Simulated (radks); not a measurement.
Initial-state core-level shifts of neutral tantalum when its valence configuration changes from [Xe] 4f14 5d3 6s2. Calculated with a radial shooting solver on a logarithmic mesh with Libxc functionals: Dirac Kohn-Sham, BLYP, spin-unpolarised, spherical densities, finite nucleus; open shells are shared between the two j in proportion to 2j + 1; Fermi nuclear charge, rms radius 5.3507 fm. Shifts are changes of the shell-averaged eigenvalues in eV (positive: less bound); the change of the density at the nucleus, which sets a Mossbauer isomer shift, is in e/bohr^3, on a base of 1.313e+06.

[
 {"valence": "4f13 5d4 6s2", "2s": "-9.590", "3d": "-10.731", "5s": "-4.013", "5p": "-3.019", "density at nucleus": "+82.6"},
 {"valence": "4f13.5 5d3 6s2 6p0.5", "2s": "-6.593", "3d": "-7.134", "5s": "-3.870", "5p": "-3.299", "density at nucleus": "+55.1"},
 {"valence": "4f13 5d3 6s2 6p1", "2s": "-13.598", "3d": "-14.716", "5s": "-7.906", "5p": "-6.740", "density at nucleus": "+114.1"},
 {"valence": "4f14 5d3 6s1 6p1", "2s": "-1.501", "3d": "-1.502", "5s": "-1.502", "5p": "-1.499", "density at nucleus": "-61.3"},
 {"valence": "4f12 5d3 6s2 6p2", "2s": "-28.643", "3d": "-31.009", "5s": "-16.276", "5p": "-13.874", "density at nucleus": "+242.1"},
 {"valence": "4f14 5d2 6s2 6p1", "2s": "-3.705", "3d": "-3.681", "5s": "-3.645", "5p": "-3.483", "density at nucleus": "+28.7"},
 {"valence": "4f13.5 5d2.5 6s2 6p1", "2s": "-8.566", "3d": "-9.093", "5s": "-5.788", "5p": "-5.126", "density at nucleus": "+70.8"},
 {"valence": "4f14 5d2.5 6s2 6p0.5", "2s": "-1.800", "3d": "-1.790", "5s": "-1.779", "5p": "-1.706", "density at nucleus": "+13.7"},
 {"valence": "4f14 5d1.5 6s2 6p1.5", "2s": "-5.699", "3d": "-5.656", "5s": "-5.579", "5p": "-5.313", "density at nucleus": "+44.8"}
]
